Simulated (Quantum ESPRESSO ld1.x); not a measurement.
The numbers below are computed, except where a source is named.
Pb58+, configuration [Ar] 3d6.

Code: ld1.x of Quantum ESPRESSO 7.5. Model: Dirac Kohn-Sham, PBE, spin-unpolarised, spherical densities, point nucleus; open shells fill j = l - 1/2 first.

Energy parts (eV):
total: -484281
kinetic: 575646
electron-nucleus: -1121937
Hartree: 68695
exchange-correlation: -6684

Orbitals (lengths in bohr, moments of r in powers of bohr):
orbital  occ.  eigenvalue (eV)  <1/r>       <r^4>  small-component weight
1s1/2       2       -91861.017  101.5   3.529e-07                9.80e-02
2s1/2       2       -19510.109  25.20  0.00004948                2.28e-02
2p1/2       2       -18911.109  25.10  0.00002911                2.28e-02
2p3/2       4       -16701.194  20.06  0.00004664                2.01e-02
3s1/2       2        -7222.401  9.633    0.001537                8.28e-03
3p1/2       2        -6973.231  9.537    0.001301                8.20e-03
3p3/2       4        -6432.012  8.205    0.001784                7.48e-03
3d3/2       4        -6057.503  8.077    0.001092                7.29e-03
3d5/2       2        -5937.856  7.781    0.001199                7.10e-03
4s1/2       0        -3687.531  4.855     0.01921                4.00e-03
4p1/2       0        -3579.214  4.795     0.01828                3.94e-03
4p3/2       0        -3380.888  4.309     0.02294                3.70e-03

The highest occupied level is 3d5/2 at -5937.9 eV. The density falls to 0.001 e/bohr^3 at r = 0.56 bohr.

Run on one thread of a shared host, so times are rough (Intel(R) Xeon(R) Processor @ 2.60GHz): 0.66 s of CPU time, 0.69 s wall, 22 iterations on 2127 mesh points.
